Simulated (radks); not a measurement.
Question: The mean radii <r> (bohr) of the occupied orbitals of an atom or ion are listed with their occupations. Method: scalar-relativistic Kohn-Sham, exchange-only LDA, spin-polarised, spherical densities, point nucleus; computed with a radial shooting solver on a logarithmic mesh with Libxc functionals.

orbital  occ.      <r>
1s          2  0.01860
2s          2  0.07564

Name the element and its charge. Open shells, if any, are filled with parallel spins first.

Answer: Z = 73, tantalum, charge +69: Ta69+ in [He] 2s2. The 1s radius gives Z: for a bare nucleus <r> = (2 gamma + 1)/(2Z) with gamma = sqrt(1 - (Z/c)^2), 0.01844 bohr for Z = 73, and screening makes it slightly larger (0.01860 here). The occupations add up to 4, and the charge is Z minus that.
